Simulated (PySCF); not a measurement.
Species: C6H10FN.
SMILES with atom numbers: `[H]/[N:7]=[C:6]1\[CH2:5][CH2:4][C@:2]([CH3:1])([F:3])[CH2:8]1` (hydrogens: H9, H10, H11 on C1; H12, H13 on C4; H14, H15 on C5; H16 on N7; H17, H18 on C8)

Cartesian coordinates in Å at the PBE0-D3(BJ)/def2-SVP level; atoms count from 1:
```
atom  x, y, z in Å
C1    -2.1530    0.7026    0.0721
C2    -0.7103    0.4371   -0.2790
F3    -0.4226    1.1576   -1.4426
C4    -0.3545   -1.0199   -0.5763
C5     1.1712   -1.0141   -0.5880
C6     1.5455    0.0089    0.4717
N7     2.6519    0.1819    1.0620
C8     0.3205    0.8513    0.7650
H9    -2.3105    1.7776    0.2431
H10   -2.8086    0.3853   -0.7521
H11   -2.4427    0.1573    0.9819
H12   -0.7361   -1.6566    0.2386
H13   -0.8138   -1.3571   -1.5166
H14    1.6388   -1.9932   -0.4077
H15    1.5343   -0.6430   -1.5611
H16    3.3402   -0.5039    0.7338
H17    0.5391    1.9277    0.7227
H18   -0.0381    0.6247    1.7826
```

The closed-shell ground state was solved at several levels (PySCF, density fitting, gas phase, non-relativistic).

```
            level  basis functions  HOMO (eV)  LUMO (eV)  gap (eV)  dipole (D)
mPW1PW91/pcSseg-1              186      -7.40      -0.11      7.29        2.73
    PBE0/pcSseg-1              186      -7.35      -0.09      7.26        2.71
  B3LYP/def2-SVPD              243      -7.18      -0.50      6.68        2.82
```

Q: What might B3LYP/pcJ-1 (316 basis functions) give for the same quantities?

A: HOMO -7.08 eV, LUMO -0.32 eV, gap 6.76 eV, dipole 2.69 D.

Q: Over all these levels, which gives the widest orbital gap and which the narrowest?

A: mPW1PW91/pcSseg-1 (global hybrid, 25 % exact exchange) has the widest, 7.29 eV, and B3LYP/def2-SVPD (global hybrid, 20 % exact exchange) the narrowest, 6.68 eV. Functional and basis both differ between the two, so the spread mixes both effects.

Q: How far do the dipole and the HOMO energy spread over the levels?

A: The dipole runs from 2.69 to 2.82 D (mean 2.74 D) and the HOMO from -7.40 to -7.08 eV.

One conformer stands for the species.
